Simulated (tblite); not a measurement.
C₇H₁₀OSSi.
SMILES with atom numbers: `[CH3:1][C:2](=[S:3])[C:4]1=[CH:5][SiH2:6][CH:7]=[CH:8][CH2:9][O:10]1` (hydrogens: H11, H12, H13 on C1; H14 on C5; H15, H16 on Si6; H17 on C7; H18 on C8; H19, H20 on C9)

Cartesian coordinates in Å at the GFN2-xTB level; atoms count from 1:
```xyz
20
C7H10OSSi angstrom
C      2.795   -0.748   -0.190
C      2.022    0.503   -0.436
S      2.678    1.737   -1.291
C      0.683    0.604    0.108
C     -0.071    1.711    0.154
Si    -1.756    1.458    0.959
C     -2.567    0.048    0.003
C     -1.953   -1.052   -0.411
C     -0.523   -1.416   -0.132
O      0.159   -0.528    0.727
H      2.614   -1.112    0.821
H      2.475   -1.527   -0.885
H      3.856   -0.572   -0.344
H      0.304    2.635   -0.255
H     -1.600    1.153    2.382
H     -2.549    2.676    0.754
H     -3.611    0.163   -0.256
H     -2.470   -1.807   -0.995
H     -0.500   -2.389    0.375
H      0.009   -1.524   -1.090
```

Computed values, GFN2-xTB/tblite, gas phase, harmonic and unscaled. The method is semi-empirical: single wavenumbers can be off by several per cent or more. Modes of hydrogen on silicon can be 10 to 20 % off. One conformer, not necessarily the lowest.

Harmonic wavenumbers (cm⁻¹): 45.0, 59.9, 101.2, 115.1, 133.3, 215.5, 221.0, 257.2, 304.8, 340.6, 395.5, 428.1, 470.9, 507.9, 555.6, 620.9, 660.2, 677.0, 687.6, 754.8, 765.1, 771.7, 800.4, 811.3, 896.4, 940.9, 944.6, 980.1, 993.3, 1028.6, 1084.2, 1176.6, 1193.7, 1215.2, 1236.7, 1268.6, 1325.3, 1330.3, 1381.1, 1433.4, 1450.0, 1457.5, 1579.1, 1683.7, 2228.6, 2253.0, 2856.3, 2918.6, 2978.8, 3013.8, 3018.0, 3048.3, 3049.6, 3100.0.

A = 1769, B = 672.8, C = 547.4 MHz; mass 170.022 u (most abundant isotopes); point group C1, symmetry number 1.

Zero-point energy?

Half the sum of the wavenumbers: 31882 cm⁻¹ = 381.40 kJ/mol.

Give the ideal-gas entropy at 400 K and 1 bar in the rigid-rotor, harmonic-oscillator model (classical rotation).

Translation 179.02, rotation 131.61, vibration 196.28: S = 506.9 J/(mol K).

And Cp and H(400 K) − H(0)?

Cp = 232.74 J/(mol K), of which vibrations give 199.48 (their classical limit is 54 R = 449.0); H(400 K) − H(0) = 54.16 kJ/mol without the zero-point energy, 40.86 from vibrations.

Which modes carry the vibrational entropy at 400 K?

45.0 cm⁻¹: 23.46; 59.9 cm⁻¹: 21.09; 101.2 cm⁻¹: 16.76; 115.1 cm⁻¹: 15.71; 133.3 cm⁻¹: 14.51; 215.5 cm⁻¹: 10.64 J/(mol K); the other 48 give 94.11 together.

Blend soft modes into free rotors: weight 1/[1 + (100 cm⁻¹/ν̃)⁴] for the oscillator and the rest for a rotor with moment μB/(μ + B), μ = h/(8π²ν), B = 10⁻⁴⁴ kg m². What vibrational entropy results?

180.90 J/(mol K) in place of 196.28, which changes −T·S at 400 K by +6.15 kJ/mol.

Hindered rotation and anharmonicity are outside this model. Other conformers, if any are populated, would add a mixing term that is left out. The structure is chiral; the term R ln 2 for an equal mix with its mirror image is left out.

On one thread, Arm Neoverse V2 (aarch64), no GPU, shared host with 64 logical CPUs at a one-minute load of 43, this took 0.92 s wall. The figure is for the frequency step alone.
